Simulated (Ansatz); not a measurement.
Ansatz (an electronic-structure program) input (HF/3-21G): The .json file is the Basis Set Exchange's 3-21G.

Ansatz 0.2 input:
```yaml
crystal:
  periodic: [false, false, false]
  atoms:
    - {symbol: Si, position_ang: [2.70608777, -0.18943706, -0.19945046]}
    - {symbol: O, position_ang: [1.05761244, -0.08744517, -0.47750169]}
    - {symbol: Si, position_ang: [-0.54715483, 0.01941180, -0.52261937]}
    - {symbol: Cl, position_ang: [-1.41542540, -1.62373313, 0.56920308]}
    - {symbol: Cl, position_ang: [-1.18195977, 1.83344547, 0.45318793]}
    - {symbol: H, position_ang: [3.21299274, -1.46975977, -0.75373013]}
    - {symbol: H, position_ang: [3.37784188, 0.97134025, -0.83564797]}
    - {symbol: H, position_ang: [-1.12124745, 0.01322473, -1.86227801]}
basis:
  gaussian:
    orbitals: 3-21G.json
hamiltonian:
  xc: {name: HF}
magnetization: {spin_polarized: true, initial_magnetization: 1}
phonons: {temperatures: {t_min: 298.15, t_max: 298.15, t_step: 100}}
```

Output:

```
Functional definition: HF
integrals: 0.02 GiB planned
783 factors; integrals over basis functions are off by at most 2.6e-4 eV
mean field: 0.43 GiB planned
mean field evaluation 1: about -42602.8453 eV, gradient 2.3e1 eV
mean field evaluation 2: about -42603.0512 eV, gradient 2.3e1 eV
mean field evaluation 4: about -42605.6194 eV, gradient 2.0e0 eV
mean field evaluation 8: about -42605.6706 eV, gradient 2.5e-1 eV
mean field evaluation 16: about -42605.6723 eV, gradient 3.3e-5 eV
mean field -42605.67229713 eV, -1565.7295777577 hartree, gradient 3.3e-5 eV, S^2 0.751540; 0 other end points of the search recorded, 0 dependent functions left out
the calculation of the forces begins
reference -42605.67229713 eV, -1565.7295777577 hartree; 37, 36 occupied and 30, 31 virtual orbitals, 783 factors
these checks for a lower state are left out or cut short: stability, starts, cluster_reference, orbital_swaps, neighbouring_geometries, increment
integrals: 0.02 GiB planned
783 factors; integrals over basis functions are off by at most 2.6e-4 eV
mean field: 0.43 GiB planned
mean field -42605.67217577 eV, -1565.7295732976 hartree, gradient 3.4e-6 eV, S^2 0.751540; 0 other end points of the search recorded, 0 dependent functions left out
the calculation of the forces begins
reference -42605.67217577 eV, -1565.7295732976 hartree; 37, 36 occupied and 30, 31 virtual orbitals, 783 factors
these checks for a lower state are left out or cut short: stability, starts, cluster_reference, orbital_swaps, neighbouring_geometries, increment
integrals: 0.02 GiB planned
783 factors; integrals over basis functions are off by at most 2.6e-4 eV
mean field: 0.43 GiB planned
mean field evaluation 32: about -42605.6722 eV, gradient 1.8e-6 eV
mean field -42605.67216946 eV, -1565.7295730657 hartree, gradient 3.4e-6 eV, S^2 0.751539; 0 other end points of the search recorded, 0 dependent functions left out
the calculation of the forces begins
reference -42605.67216946 eV, -1565.7295730657 hartree; 37, 36 occupied and 30, 31 virtual orbitals, 783 factors
these checks for a lower state are left out or cut short: stability, starts, cluster_reference, orbital_swaps, neighbouring_geometries, increment
integrals: 0.02 GiB planned
783 factors; integrals over basis functions are off by at most 2.6e-4 eV
mean field: 0.43 GiB planned
mean field -42605.67222800 eV, -1565.7295752170 hartree, gradient 3.4e-6 eV, S^2 0.751534; 0 other end points of the search recorded, 0 dependent functions left out
the calculation of the forces begins
reference -42605.67222800 eV, -1565.7295752170 hartree; 37, 36 occupied and 30, 31 virtual orbitals, 783 factors
these checks for a lower state are left out or cut short: stability, starts, cluster_reference, orbital_swaps, neighbouring_geometries, increment
integrals: 0.02 GiB planned
783 factors; integrals over basis functions are off by at most 2.6e-4 eV
mean field: 0.43 GiB planned
mean field -42605.67222820 eV, -1565.7295752245 hartree, gradient 3.4e-6 eV, S^2 0.751545; 0 other end points of the search recorded, 0 dependent functions left out
the calculation of the forces begins
reference -42605.67222820 eV, -1565.7295752245 hartree; 37, 36 occupied and 30, 31 virtual orbitals, 783 factors
these checks for a lower state are left out or cut short: stability, starts, cluster_reference, orbital_swaps, neighbouring_geometries, increment
integrals: 0.02 GiB planned
783 factors; integrals over basis functions are off by at most 2.6e-4 eV
mean field: 0.43 GiB planned
mean field evaluation 64: about -42605.6720 eV, gradient 3.4e-6 eV
mean field -42605.67204711 eV, -1565.7295685696 hartree, gradient 3.4e-6 eV, S^2 0.751541; 0 other end points of the search recorded, 0 dependent functions left out
the calculation of the forces begins
reference -42605.67204711 eV, -1565.7295685696 hartree; 37, 36 occupied and 30, 31 virtual orbitals, 783 factors
these checks for a lower state are left out or cut short: stability, starts, cluster_reference, orbital_swaps, neighbouring_geometries, increment
integrals: 0.02 GiB planned
783 factors; integrals over basis functions are off by at most 2.6e-4 eV
mean field: 0.43 GiB planned
mean field -42605.67205402 eV, -1565.7295688234 hartree, gradient 3.4e-6 eV, S^2 0.751538; 0 other end points of the search recorded, 0 dependent functions left out
the calculation of the forces begins
reference -42605.67205402 eV, -1565.7295688234 hartree; 37, 36 occupied and 30, 31 virtual orbitals, 783 factors
these checks for a lower state are left out or cut short: stability, starts, cluster_reference, orbital_swaps, neighbouring_geometries, increment
integrals: 0.02 GiB planned
783 factors; integrals over basis functions are off by at most 2.6e-4 eV
mean field: 0.43 GiB planned
[...]
the calculation of the forces begins
reference -42605.67226541 eV, -1565.7295765920 hartree; 37, 36 occupied and 30, 31 virtual orbitals, 783 factors
these checks for a lower state are left out or cut short: stability, starts, cluster_reference, orbital_swaps, neighbouring_geometries, increment
integrals: 0.02 GiB planned
783 factors; integrals over basis functions are off by at most 2.6e-4 eV
mean field: 0.43 GiB planned
mean field -42605.67228334 eV, -1565.7295772509 hartree, gradient 3.4e-6 eV, S^2 0.751539; 0 other end points of the search recorded, 0 dependent functions left out
the calculation of the forces begins
reference -42605.67228334 eV, -1565.7295772509 hartree; 37, 36 occupied and 30, 31 virtual orbitals, 783 factors
these checks for a lower state are left out or cut short: stability, starts, cluster_reference, orbital_swaps, neighbouring_geometries, increment
integrals: 0.02 GiB planned
783 factors; integrals over basis functions are off by at most 2.6e-4 eV
mean field: 0.43 GiB planned
mean field -42605.67228059 eV, -1565.7295771498 hartree, gradient 3.4e-6 eV, S^2 0.751540; 0 other end points of the search recorded, 0 dependent functions left out
the calculation of the forces begins
reference -42605.67228059 eV, -1565.7295771498 hartree; 37, 36 occupied and 30, 31 virtual orbitals, 783 factors
these checks for a lower state are left out or cut short: stability, starts, cluster_reference, orbital_swaps, neighbouring_geometries, increment
integrals: 0.02 GiB planned
783 factors; integrals over basis functions are off by at most 2.6e-4 eV
mean field: 0.43 GiB planned
mean field evaluation 192: about -42605.6723 eV, gradient 1.6e-6 eV
mean field -42605.67228293 eV, -1565.7295772357 hartree, gradient 3.4e-6 eV, S^2 0.751540; 0 other end points of the search recorded, 0 dependent functions left out
the calculation of the forces begins
reference -42605.67228293 eV, -1565.7295772357 hartree; 37, 36 occupied and 30, 31 virtual orbitals, 783 factors
these checks for a lower state are left out or cut short: stability, starts, cluster_reference, orbital_swaps, neighbouring_geometries, increment
integrals: 0.02 GiB planned
783 factors; integrals over basis functions are off by at most 2.6e-4 eV
mean field: 0.43 GiB planned
mean field -42605.67228398 eV, -1565.7295772742 hartree, gradient 3.4e-6 eV, S^2 0.751539; 0 other end points of the search recorded, 0 dependent functions left out
the calculation of the forces begins
reference -42605.67228398 eV, -1565.7295772742 hartree; 37, 36 occupied and 30, 31 virtual orbitals, 783 factors
these checks for a lower state are left out or cut short: stability, starts, cluster_reference, orbital_swaps, neighbouring_geometries, increment
integrals: 0.02 GiB planned
783 factors; integrals over basis functions are off by at most 2.6e-4 eV
mean field: 0.43 GiB planned
mean field -42605.67225275 eV, -1565.7295761268 hartree, gradient 3.4e-6 eV, S^2 0.751541; 0 other end points of the search recorded, 0 dependent functions left out
the calculation of the forces begins
reference -42605.67225275 eV, -1565.7295761268 hartree; 37, 36 occupied and 30, 31 virtual orbitals, 783 factors
these checks for a lower state are left out or cut short: stability, starts, cluster_reference, orbital_swaps, neighbouring_geometries, increment
integrals: 0.02 GiB planned
783 factors; integrals over basis functions are off by at most 2.6e-4 eV
mean field: 0.43 GiB planned
mean field -42605.67224994 eV, -1565.7295760235 hartree, gradient 3.4e-6 eV, S^2 0.751538; 0 other end points of the search recorded, 0 dependent functions left out
the calculation of the forces begins
reference -42605.67224994 eV, -1565.7295760235 hartree; 37, 36 occupied and 30, 31 virtual orbitals, 783 factors
these checks for a lower state are left out or cut short: stability, starts, cluster_reference, orbital_swaps, neighbouring_geometries, increment
integrals: 0.02 GiB planned
783 factors; integrals over basis functions are off by at most 2.6e-4 eV
mean field: 0.43 GiB planned
mean field evaluation 224: about -42605.6722 eV, gradient 3.4e-3 eV
mean field -42605.67228596 eV, -1565.7295773472 hartree, gradient 3.4e-6 eV, S^2 0.751542; 0 other end points of the search recorded, 0 dependent functions left out
the calculation of the forces begins
reference -42605.67228596 eV, -1565.7295773472 hartree; 37, 36 occupied and 30, 31 virtual orbitals, 783 factors
these checks for a lower state are left out or cut short: stability, starts, cluster_reference, orbital_swaps, neighbouring_geometries, increment
integrals: 0.02 GiB planned
783 factors; integrals over basis functions are off by at most 2.6e-4 eV
mean field: 0.43 GiB planned
mean field -42605.67228588 eV, -1565.7295773443 hartree, gradient 3.4e-6 eV, S^2 0.751537; 0 other end points of the search recorded, 0 dependent functions left out
the calculation of the forces begins
reference -42605.67228588 eV, -1565.7295773443 hartree; 37, 36 occupied and 30, 31 virtual orbitals, 783 factors
these checks for a lower state are left out or cut short: stability, starts, cluster_reference, orbital_swaps, neighbouring_geometries, increment
integrals: 0.02 GiB planned
783 factors; integrals over basis functions are off by at most 2.6e-4 eV
mean field: 0.43 GiB planned
mean field -42605.67227848 eV, -1565.7295770721 hartree, gradient 3.4e-6 eV, S^2 0.751540; 0 other end points of the search recorded, 0 dependent functions left out
the calculation of the forces begins
reference -42605.67227848 eV, -1565.7295770721 hartree; 37, 36 occupied and 30, 31 virtual orbitals, 783 factors
these checks for a lower state are left out or cut short: stability, starts, cluster_reference, orbital_swaps, neighbouring_geometries, increment
integrals: 0.02 GiB planned
783 factors; integrals over basis functions are off by at most 2.6e-4 eV
mean field: 0.43 GiB planned
mean field evaluation 256: about -42605.6723 eV, gradient 1.6e-6 eV
mean field -42605.67227949 eV, -1565.7295771094 hartree, gradient 3.4e-6 eV, S^2 0.751539; 0 other end points of the search recorded, 0 dependent functions left out
the calculation of the forces begins
reference -42605.67227949 eV, -1565.7295771094 hartree; 37, 36 occupied and 30, 31 virtual orbitals, 783 factors
these checks for a lower state are left out or cut short: stability, starts, cluster_reference, orbital_swaps, neighbouring_geometries, increment
integrals: 0.02 GiB planned
783 factors; integrals over basis functions are off by at most 2.6e-4 eV
mean field: 0.43 GiB planned
mean field -42605.67226357 eV, -1565.7295765243 hartree, gradient 3.4e-6 eV, S^2 0.751539; 0 other end points of the search recorded, 0 dependent functions left out
the calculation of the forces begins
reference -42605.67226357 eV, -1565.7295765243 hartree; 37, 36 occupied and 30, 31 virtual orbitals, 783 factors
these checks for a lower state are left out or cut short: stability, starts, cluster_reference, orbital_swaps, neighbouring_geometries, increment
integrals: 0.02 GiB planned
783 factors; integrals over basis functions are off by at most 2.6e-4 eV
mean field: 0.43 GiB planned
mean field -42605.67226515 eV, -1565.7295765822 hartree, gradient 3.4e-6 eV, S^2 0.751540; 0 other end points of the search recorded, 0 dependent functions left out
the calculation of the forces begins
reference -42605.67226515 eV, -1565.7295765822 hartree; 37, 36 occupied and 30, 31 virtual orbitals, 783 factors
Total energy: -42605.67229713 eV, -1565.7295777577 hartree
Atom 0 at     2.706088    -0.189437    -0.199450 Å, force     0.001076    -0.000077    -0.000135 eV/Å
Atom 1 at     1.057612    -0.087445    -0.477502 Å, force    -0.001461     0.000126     0.000820 eV/Å
Atom 2 at    -0.547155     0.019412    -0.522619 Å, force     0.001294    -0.000137    -0.001474 eV/Å
Atom 3 at    -1.415425    -1.623733     0.569203 Å, force    -0.000043     0.000933     0.000547 eV/Å
Atom 4 at    -1.181960     1.833445     0.453188 Å, force    -0.000166    -0.000880     0.000608 eV/Å
Atom 5 at     3.212993    -1.469760    -0.753730 Å, force    -0.000206     0.000613     0.000009 eV/Å
Atom 6 at     3.377842     0.971340    -0.835648 Å, force    -0.000286    -0.000578     0.000049 eV/Å
Atom 7 at    -1.121247     0.013225    -1.862278 Å, force    -0.000207    -0.000000    -0.000424 eV/Å
Dipole moment:     0.664279    -0.060607    -0.469288 e Å
Vibrations: 21.71 71.97 97.49 168.71 281.64 308.04 469.73 534.54 624.27 765.28 841.39 850.27 917.00 997.47 1307.99 2276.41 2295.72 2451.02 cm⁻¹, zero-point energy 0.947279 eV
```

The blocks after the first are displaced geometries, from whose forces the wavenumbers follow.
